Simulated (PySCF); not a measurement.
Ligands exchanged one at a time, Al OH-NH2. Isolated molecules, 0 K electronic values unless said otherwise. One relaxed conformer stands for each flexible species; it need not be the lowest. Strings in code marks are SMILES.

Method: PBE-D3(BJ)/def2-TZVP // B3LYP-D3(BJ)/def2-TZVP (PySCF 2.14.0). All candidates: neutral, multiplicity 1. Excitations are Tamm–Dancoff values on a coarser integration grid. The basis has no diffuse functions, so Rydberg states are missing or too high.

```
Item                    Value
-------------------  --------
LUMO                 -0.50 eV
T1 excitation (TDA)   4.62 eV
HOMO                 -5.27 eV
```

### Question
Which member has these values?
A) `[NH2][Al]([NH2])[OH]` (N–Al–O–H torsion 0°)
B) `[OH][Al]([OH])[OH]`
C) `[NH2][Al]([NH2])[NH2]`
D) `[NH2][Al]([OH])[OH]` (O–Al–O–H torsion 0°, O–Al–O–H torsion -180°)

### Answer
C, `[NH2][Al]([NH2])[NH2]`. The others give `[NH2][Al]([OH])[OH]` (O–Al–O–H torsion 0°, O–Al–O–H torsion -180°): -1.00 eV, 4.67 eV, -5.86 eV; `[NH2][Al]([NH2])[OH]` (N–Al–O–H torsion 0°): -0.74 eV, 4.54 eV, -5.43 eV; `[OH][Al]([OH])[OH]`: -1.31 eV, 5.80 eV, -7.28 eV
